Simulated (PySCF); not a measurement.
Simulated outer-valence photoelectron spectrum of `[Cu][Br]`. Method used: EOM-IP-CCSD/aug-cc-pVDZ in PySCF, restricted Hartree–Fock reference, frozen core, non-relativistic, gas phase, PBE0-D3(BJ)/def2-SVP geometry.

Each root has a Gaussian of 0.3 eV full width with its one-hole share as area; cross sections and vibrations are left out, and the highest printed point is 100.

ionisation energy (eV), intensity and a bar:
```
      9.0          1 
      9.1          6 ##
      9.2         27 ########
      9.3         71 #####################
      9.4        100 ##############################
      9.5         77 #######################
      9.6         32 ##########
      9.7          7 ##
      9.8          3 #
      9.9         12 ####
     10.0         33 ##########
     10.1         50 ###############
     10.2         40 ############
     10.3         18 #####
     10.4          4 #
     10.5          1 
     10.6          0 
     10.7          0 
     10.8          0 
     10.9          0 
     11.0          0 
     11.1          2 #
     11.2         15 ####
     11.3         51 ###############
     11.4         92 ############################
     11.5         91 ###########################
     11.6         48 ##############
     11.7         14 ####
     11.8          3 #
     11.9          4 #
     12.0         18 #####
     12.1         40 ############
     12.2         49 ###############
     12.3         32 ##########
     12.4         12 ###
     12.5          2 #
     12.6          0
```

Where are the maxima, and how many lines lie under the curve?

4 maxima, at 9.4, 10.1, 11.4 and 12.2 eV, from 4 lines (6 roots with degenerate partners counted).

List the lines with their holes.

```json
{"E (eV)": "9.41", "leading hole (HF orbital)": "HOMO/HOMO-1", "area": "1.92", "Koopmans (eV)": "9.90"}
{"E (eV)": "10.12", "leading hole (HF orbital)": "HOMO-2", "area": "0.96", "Koopmans (eV)": "10.68"}
{"E (eV)": "11.45", "leading hole (HF orbital)": "HOMO-3/HOMO-4", "area": "1.89", "Koopmans (eV)": "14.81"}
{"E (eV)": "12.18", "leading hole (HF orbital)": "HOMO-5", "area": "0.94", "Koopmans (eV)": "14.91"}
```

The widest gap, 1.33 eV, lies between 10.12 and 11.45 eV. Only orbitals with −ε under 21 eV, eight at most, were ionised, so the high end of the curve may lack lines.
